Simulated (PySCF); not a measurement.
## Computed data sheet: `CO[C@@H]1CCC[C@H]1C(=O)Cl`

C7H11ClO2.
Z-matrix (Å and degrees, GFN2-xTB geometry), rows numbered from 1:
```
C 
O   1  1.4059
C   2  1.3988  1  114.56
C   3  1.5333  2  109.41  1  -166.32
C   4  1.5356  3  106.55  2  -149.34
C   5  1.5348  4  106.16  3     3.94
C   6  1.5334  5  104.64  4    21.85
C   7  1.4847  3  115.55  2   -77.55
O   8  1.1863  7  128.40  3   127.20
Cl  8  1.7825  7  112.97  3   -54.30
H   1  1.0879  2  106.45  3   176.53
H   1  1.0957  2  111.55  3   -64.33
H   1  1.0965  2  111.15  3    57.22
H   3  1.1002  2  110.44  1   -43.85
H   4  1.0893  3  107.39  2   -29.98
H   4  1.0878  3  110.89  2    87.75
H   5  1.0885  4  111.52  3  -116.52
H   5  1.0890  4  110.43  3   123.70
H   6  1.0888  5  112.54  4   143.19
H   6  1.0901  5  110.42  4   -95.41
H   7  1.0950  3  108.11  2    42.75
```

Some functional groups and rings: ether and C–Cl bond.

From GFN2-xTB geometry:

| Quantity | Value |
| --- | --- |
| Point group of the GFN2-xTB geometry | C1 |
| Rotational constants A, B, C of the GFN2-xTB geometry | 1.387, 0.991, 0.744 GHz |

**PBE0/pcSseg-1 ground state and GIAO shieldings, non-relativistic (PySCF)**

| Property | Result |
| --- | --- |
| Dipole moment | 2.54 D |
| HOMO energy | -7.65 eV |
| LUMO energy | -1.07 eV |
| HOMO–LUMO gap | 6.58 eV |
| Lowest Hirshfeld atomic charge | -0.20 e on O9 |
| Highest Hirshfeld atomic charge | +0.19 e on C8 |
| 13C chemical shifts (computed TMS as zero) by class | 188.9 (C8), 93.5 (C3), 63.2 (C7), 61.0 (C1), 34.4 (C4), 34.4 (C6), 22.9 (C5) ppm |
| 1H chemical shifts (computed TMS as zero) by class | 4.31 (H14), 3.59 (H11/H12/H13), 2.64 (H21), 2.25 (H16), 2.18 (H20), 2.05 (H19), 1.91 (H18), 1.85 (H15), 1.83 (H17) ppm |
| Isotropic shieldings of nuclei other than C and H, by class | -264 (O9), 282 (O2), 543 (Cl10) ppm |
| Mayer bond orders between heavy atoms | C1–O2 0.92, O2–C3 0.93, C3–C4 1.02, C4–C5 1.04, C5–C6 1.04, C6–C7 0.98, C7–C8 0.97, C8–O9 2.07, C8–Cl10 0.94, C7–C3 0.93 |

Monoisotopic mass (most abundant isotopes): 162.0448 u.

The rotational constants make it an asymmetric top with κ = (2B − A − C)/(A − C) = -0.23, nearer the prolate limit (−1). With B = h/(8π²I), that is 505.379 GHz u Å² over I, the principal moments of inertia are 364.5, 510.1 and 679.1 u Å² (most abundant isotopes); the inertial defect Ic − Ia − Ib is -195.5 u Å² (zero for a rigid planar frame, negative otherwise). In atomic units the dipole is 1.00 e·bohr (1 au = 2.5417 D).

One conformer (not necessarily the lowest) at the GFN2-xTB geometry, without solvent or vibrations. GFN2-xTB frequencies show an imaginary mode (30i cm⁻¹), so this geometry is no minimum at that level. NMR classes are plain means over equivalent atoms (diastereotopic ones count apart unless rotation or inversion swaps them), as if these changed places fast; in this geometry the members of some classes differ.
